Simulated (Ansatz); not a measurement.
`B[SiH](O)[SiH3]` + `CC(N)F` → `BNC(C)F` + `O[SiH2][SiH3]`  (cleavage of the B–Si bond)

Program: Ansatz. Geometries: PBE0-D4/def2-TZVP. ΔE: electronic, gas phase. CCSD(T)/CBS is the MP2 limit (def2-TZVPP, def2-QZVPP) plus CCSD(T) − MP2 in def2-TZVPP, frozen cores. DFT in def2-TZVPP. Each species was taken in one conformer, which may not be the lowest.

`B[SiH](O)[SiH3]`:

Z-matrix (Å, degrees):
```
Si
O 1 1.659
Si 1 2.364 2 111.5
B 1 1.984 2 112.4 3 -117.5
H 1 1.496 2 110.7 3 117.1
H 2 0.958 1 117.2 3 -60.1
H 3 1.491 1 109.6 2 49.7
H 3 1.488 1 111.9 2 -69.9
H 3 1.488 1 110.2 2 169.1
H 4 1.195 1 123.5 2 12.8
H 4 1.197 1 118.2 2 -172.2
```

`CC(N)F`:

Z-matrix (Å, degrees):
```
C
C 1 1.506
H 1 1.093 2 110.0
H 1 1.090 2 110.1 3 -119.9
H 1 1.090 2 110.3 3 119.5
N 2 1.409 1 112.2 3 57.8
F 2 1.415 1 107.3 3 -65.5
H 2 1.094 1 111.6 3 -179.6
H 6 1.011 2 112.2 1 -179.3
H 6 1.012 2 111.8 1 -56.1
```

`BNC(C)F`:

Cartesian coordinates in Å:
```
B -0.777 -0.658 -1.779
N -0.305 0.216 -0.807
C -0.280 -0.026 0.595
C 1.023 0.365 1.243
F -1.294 0.707 1.206
H -1.178 -1.732 -1.438
H -0.751 -0.317 -2.924
H 0.036 1.131 -1.067
H -0.516 -1.081 0.757
H 0.971 0.202 2.320
H 1.841 -0.230 0.833
H 1.230 1.423 1.063
```

`O[SiH2][SiH3]`:

Z-matrix (Å, degrees):
```
Si
Si 1 2.347
O 1 1.654 2 112.4
H 1 1.484 2 110.6 3 117.6
H 1 1.493 2 108.5 3 -123.5
H 2 1.489 1 110.0 3 177.8
H 2 1.491 1 110.1 3 58.6
H 2 1.488 1 111.4 3 -61.5
H 3 0.958 1 117.6 2 -58.8
```

Question: Is it downhill or uphill in electronic energy at CCSD(T)/CBS, and by how much? (Best estimate.)

Answer: Computed: Downhill: ΔE = -157.3 kJ/mol.

Question: What do these levels give: BLYP-D4, CAM-B3LYP-D4, revPBE, MP2/def2-TZVPP, SCS-MP2/def2-TZVPP, CCSD/def2-TZVPP? (An estimate is asked.)

Answer: The calculation gave: BLYP-D4 -155.9, CAM-B3LYP-D4 -164.3, revPBE -145.2, MP2/def2-TZVPP -165.3, SCS-MP2/def2-TZVPP -164.9, CCSD/def2-TZVPP -158.8 kJ/mol.

Largest T1 diagnostic among the species: 0.014.

At CCSD(T), def2-SVP lies −16.3 kJ/mol from the extrapolated value and def2-TZVPP −2.0 kJ/mol. Leaving LDA and LC-ωPBE aside and taking each functional with its dispersion term where it has one, the values, not all of them listed here, spread over 17.9 kJ/mol, from CAM-B3LYP-D4 to revPBE-D4. LDA lies −11.9 kJ/mol from PBE without D4.
